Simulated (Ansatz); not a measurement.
Ansatz (a first-principles code) job for Cd(Br)(SeH) (BrCdHSe), SMILES [SeH][Cd][Br], r2SCAN-D4/def2-SVP. 

Ansatz 0.2 input:
```yaml
crystal:
  periodic: [false, false, false]
  atoms:
    - {symbol: Cd, position_ang: [-0.09663550, -0.51234803, 0.50934926]}
    - {symbol: Br, position_ang: [1.74367551, -0.73874166, -1.08458019]}
    - {symbol: Se, position_ang: [-1.58324381, 1.44907152, 0.35703791]}
    - {symbol: H, position_ang: [-2.55984921, 1.18023196, 1.37225307]}
basis:
  gaussian:
    orbitals: def2-SVP
hamiltonian:
  xc: r2scan
  dispersion: d4
relax: {f_tol: 0.002, max_steps: 200}
```

Output:

```
WARN ansatz: RAYON_NUM_THREADS=1 ignored (pool sized by the plan → 1); use --threads N
Functional definition: r2SCAN
integrals: 0.05 GiB planned
1057 factors; their error is unknown
mean field: 0.27 GiB planned
mean field evaluation 1: about -139960.6715 eV, gradient 2.7e1 eV
mean field evaluation 2: about -139950.9737 eV, gradient 6.1e1 eV
mean field evaluation 4: about -139963.0588 eV, gradient 3.8e0 eV
mean field evaluation 8: about -139963.0977 eV, gradient 4.7e-2 eV
mean field evaluation 16: about -139962.9481 eV, gradient 5.8e-5 eV
mean field -139962.94813439 eV, -5143.5434736453 hartree, gradient 5.8e-5 eV, S^2 0.000000; 0 other end points of the search recorded, 0 dependent functions left out
the calculation of the forces begins
reference -139962.94814502 eV, -5143.5434740360 hartree; 45, 45 occupied and 55, 55 virtual orbitals, 1057 factors
relax step   1: F+E_penalty+E_count = -139962.97167025 eV  Δ(F+E_penalty+E_count) = +0.000e0 eV  max|allowed force component| = 6.526e-1 eV/Å  Δτ_max = 0.0000 Å  (25 SCF iters, accepted)
these checks for a lower state are left out or cut short: starts, cluster_reference, orbital_swaps, neighbouring_geometries, increment
integrals: 0.05 GiB planned
1057 factors; their error is unknown
mean field: 0.27 GiB planned
mean field -139963.17388735 eV, -5143.5517699134 hartree, gradient 2.5e-5 eV, S^2 0.000000; 0 other end points of the search recorded, 0 dependent functions left out
the calculation of the forces begins
reference -139963.17389801 eV, -5143.5517703052 hartree; 45, 45 occupied and 55, 55 virtual orbitals, 1057 factors
relax step   2: F+E_penalty+E_count = -139963.19672437 eV  Δ(F+E_penalty+E_count) = -2.251e-1 eV  max|allowed force component| = 5.228e-1 eV/Å  Δτ_max = 0.1959 Å  (28 SCF iters, accepted)
these checks for a lower state are left out or cut short: starts, cluster_reference, orbital_swaps, neighbouring_geometries, increment
integrals: 0.05 GiB planned
1057 factors; their error is unknown
mean field: 0.26 GiB planned
mean field -139963.34039744 eV, -5143.5578890463 hartree, gradient 1.1e-5 eV, S^2 0.000000; 0 other end points of the search recorded, 0 dependent functions left out
the calculation of the forces begins
reference -139963.34040811 eV, -5143.5578894385 hartree; 45, 45 occupied and 55, 55 virtual orbitals, 1057 factors
relax step   3: F+E_penalty+E_count = -139963.36277917 eV  Δ(F+E_penalty+E_count) = -1.661e-1 eV  max|allowed force component| = 6.345e-1 eV/Å  Δτ_max = 0.1950 Å  (34 SCF iters, accepted)
these checks for a lower state are left out or cut short: starts, cluster_reference, orbital_swaps, neighbouring_geometries, increment
integrals: 0.05 GiB planned
1057 factors; their error is unknown
mean field: 0.27 GiB planned
mean field evaluation 32: about -139963.5141 eV, gradient 1.1e1 eV
mean field -139963.45779203 eV, -5143.5622032178 hartree, gradient 1.4e-5 eV, S^2 0.000000; 0 other end points of the search recorded, 0 dependent functions left out
the calculation of the forces begins
reference -139963.45780271 eV, -5143.5622036103 hartree; 45, 45 occupied and 55, 55 virtual orbitals, 1057 factors
relax step   4: F+E_penalty+E_count = -139963.48014510 eV  Δ(F+E_penalty+E_count) = -1.174e-1 eV  max|allowed force component| = 8.617e-1 eV/Å  Δτ_max = 0.1998 Å  (27 SCF iters, accepted)
these checks for a lower state are left out or cut short: starts, cluster_reference, orbital_swaps, neighbouring_geometries, increment
integrals: 0.05 GiB planned
1057 factors; their error is unknown
mean field: 0.27 GiB planned
mean field -139963.58080617 eV, -5143.5667239044 hartree, gradient 2.6e-5 eV, S^2 0.000000; 0 other end points of the search recorded, 0 dependent functions left out
the calculation of the forces begins
reference -139963.58081678 eV, -5143.5667242941 hartree; 45, 45 occupied and 55, 55 virtual orbitals, 1057 factors
relax step   5: F+E_penalty+E_count = -139963.60296225 eV  Δ(F+E_penalty+E_count) = -1.228e-1 eV  max|allowed force component| = 5.059e-1 eV/Å  Δτ_max = 0.1951 Å  (31 SCF iters, accepted)
these checks for a lower state are left out or cut short: starts, cluster_reference, orbital_swaps, neighbouring_geometries, increment
integrals: 0.05 GiB planned
1057 factors; their error is unknown
mean field: 0.27 GiB planned
mean field -139963.61636077 eV, -5143.5680305118 hartree, gradient 7.6e-6 eV, S^2 0.000000; 0 other end points of the search recorded, 0 dependent functions left out
the calculation of the forces begins
reference -139963.61637135 eV, -5143.5680309006 hartree; 45, 45 occupied and 55, 55 virtual orbitals, 1057 factors
relax step   6: F+E_penalty+E_count = -139963.63841349 eV  Δ(F+E_penalty+E_count) = -3.545e-2 eV  max|allowed force component| = 1.786e-1 eV/Å  Δτ_max = 0.1095 Å  (27 SCF iters, accepted)
these checks for a lower state are left out or cut short: starts, cluster_reference, orbital_swaps, neighbouring_geometries, increment
integrals: 0.05 GiB planned
1057 factors; their error is unknown
mean field: 0.27 GiB planned
mean field -139963.62758915 eV, -5143.5684431471 hartree, gradient 1.4e-5 eV, S^2 0.000000; 0 other end points of the search recorded, 0 dependent functions left out
the calculation of the forces begins
reference -139963.62759974 eV, -5143.5684435363 hartree; 45, 45 occupied and 55, 55 virtual orbitals, 1057 factors
relax step   7: F+E_penalty+E_count = -139963.64985304 eV  Δ(F+E_penalty+E_count) = -1.144e-2 eV  max|allowed force component| = 3.258e-1 eV/Å  Δτ_max = 0.1859 Å  (28 SCF iters, accepted)
these checks for a lower state are left out or cut short: starts, cluster_reference, orbital_swaps, neighbouring_geometries, increment
integrals: 0.05 GiB planned
1057 factors; their error is unknown
mean field: 0.27 GiB planned
mean field evaluation 64: about -139963.6342 eV, gradient 2.0e-5 eV
mean field -139963.63423438 eV, -5143.5686873549 hartree, gradient 2.2e-5 eV, S^2 0.000000; 0 other end points of the search recorded, 0 dependent functions left out
the calculation of the forces begins
reference -139963.63424494 eV, -5143.5686877430 hartree; 45, 45 occupied and 55, 55 virtual orbitals, 1057 factors
relax step   8: F+E_penalty+E_count = -139963.65647331 eV  Δ(F+E_penalty+E_count) = -6.620e-3 eV  max|allowed force component| = 3.652e-2 eV/Å  Δτ_max = 0.0456 Å  (27 SCF iters, accepted)
these checks for a lower state are left out or cut short: starts, cluster_reference, orbital_swaps, neighbouring_geometries, increment
integrals: 0.05 GiB planned
1057 factors; their error is unknown
mean field: 0.27 GiB planned
mean field -139963.63438488 eV, -5143.5686928856 hartree, gradient 2.2e-5 eV, S^2 0.000000; 0 other end points of the search recorded, 0 dependent functions left out
the calculation of the forces begins
reference -139963.63439545 eV, -5143.5686932741 hartree; 45, 45 occupied and 55, 55 virtual orbitals, 1057 factors
relax step   9: F+E_penalty+E_count = -139963.65663868 eV  Δ(F+E_penalty+E_count) = -1.654e-4 eV  max|allowed force component| = 9.141e-3 eV/Å  Δτ_max = 0.0060 Å  (28 SCF iters, accepted)
these checks for a lower state are left out or cut short: starts, cluster_reference, orbital_swaps, neighbouring_geometries, increment
integrals: 0.05 GiB planned
1057 factors; their error is unknown
mean field: 0.27 GiB planned
mean field -139963.63438988 eV, -5143.5686930692 hartree, gradient 2.2e-5 eV, S^2 0.000000; 0 other end points of the search recorded, 0 dependent functions left out
the calculation of the forces begins
reference -139963.63440046 eV, -5143.5686934579 hartree; 45, 45 occupied and 55, 55 virtual orbitals, 1057 factors
relax step  10: F+E_penalty+E_count = -139963.65664714 eV  Δ(F+E_penalty+E_count) = -8.461e-6 eV  max|allowed force component| = 3.265e-3 eV/Å  Δτ_max = 0.0040 Å  (28 SCF iters, accepted)
these checks for a lower state are left out or cut short: starts, cluster_reference, orbital_swaps, neighbouring_geometries, increment
integrals: 0.05 GiB planned
1057 factors; their error is unknown
mean field: 0.27 GiB planned
mean field -139963.63439369 eV, -5143.5686932094 hartree, gradient 2.8e-5 eV, S^2 0.000000; 0 other end points of the search recorded, 0 dependent functions left out
the calculation of the forces begins
reference -139963.63440427 eV, -5143.5686935981 hartree; 45, 45 occupied and 55, 55 virtual orbitals, 1057 factors
relax step  11: F+E_penalty+E_count = -139963.65665002 eV  Δ(F+E_penalty+E_count) = -2.885e-6 eV  max|allowed force component| = 4.136e-4 eV/Å  Δτ_max = 0.0015 Å  (18 SCF iters, accepted)
integrals: 0.05 GiB planned
1057 factors; their error is unknown
mean field: 0.27 GiB planned
mean field evaluation 96: about -139963.6344 eV, gradient 9.3e-2 eV
mean field -139963.63439369 eV, -5143.5686932094 hartree, gradient 2.8e-5 eV, S^2 0.000000; 1 other end points of the search recorded, 0 dependent functions left out
the calculation of the forces begins
reference -139963.63440427 eV, -5143.5686935981 hartree; 45, 45 occupied and 55, 55 virtual orbitals, 1057 factors
Total energy: -139963.65666060 eV, -5143.5695115030 hartree
Atom 0 at    -0.042237     0.205972    -0.116689 Å, force     0.000244    -0.000168     0.000047 eV/Å
Atom 1 at     1.784366    -1.259876    -0.723481 Å, force    -0.000227     0.000157     0.000018 eV/Å
Atom 2 at    -1.886039     1.697135     0.490140 Å, force     0.000120     0.000374    -0.000414 eV/Å
Atom 3 at    -2.352143     0.734983     1.504090 Å, force    -0.000136    -0.000364     0.000349 eV/Å
Dipole moment:    -0.231764     0.068896     0.151944 e Å
```

Self-consistency was reached.
